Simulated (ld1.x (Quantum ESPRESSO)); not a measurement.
hydrogen (H): one change to a PAW potential, before and after

H (Z = 1), PAW, made with ld1.x (Quantum ESPRESSO) 7.5 (PBEsol, scalar-relativistic). Core none, reference 1s1. Waves: 1s (bound): rcut 0.80, rcutus 1.00 bohr; 1s channel at 4.85 Ry: rcut 0.80, rcutus 1.00 bohr; 2p channel at 0.45 Ry: rcut 0.80, rcutus 0.85 bohr. Local part: all-electron potential smoothed inside 0.70 bohr (lloc = -1). Core correction: none. Augmentation charge: PSQ, inside the norm-conserving radii.

Change: type ultrasoft; local potential all-electron potential smoothed inside 0.65 bohr (lloc = -2).

Cutoffs: the cutoffs (Ry, on a coarse ladder) from which the occupation-weighted sum of valence levels, in a spherical-Bessel basis at the reference potential, stays within 10 and 1 mRy of its value at 400 Ry; they do not see the model core or the augmentation charge, which bear on the density cutoff. Errors are all-electron minus pseudo energies relative to the spin-unpolarised reference configuration.

Question: Predict the effect on cutoff, ghosts and configuration errors.

Answer: The potential gets harder (18 Ry and 35 Ry → 21 Ry and 40 Ry); neither file shows a bound ghost.

```csv
quantity,base,changed
"cutoff, loose",18 Ry,21 Ry
"cutoff, tight",35 Ry,40 Ry
bound ghosts,none,none
"error for 1s0.5, meV [ΔE 4.66 eV]",0.0,+1.0
s: phases at 1.10 bohr within 0.05 rad from the reference energy up to (Ry; the scan ends near 5),to the end of the scan,to the end of the scan
p: phases at 1.10 bohr within 0.05 rad from the reference energy up to (Ry; the scan ends near 5),to the end of the scan,to the end of the scan
lowest overlap eigenvalue by channel,"s 0.96, p 0.86","s 0.92, p 0.90"
```
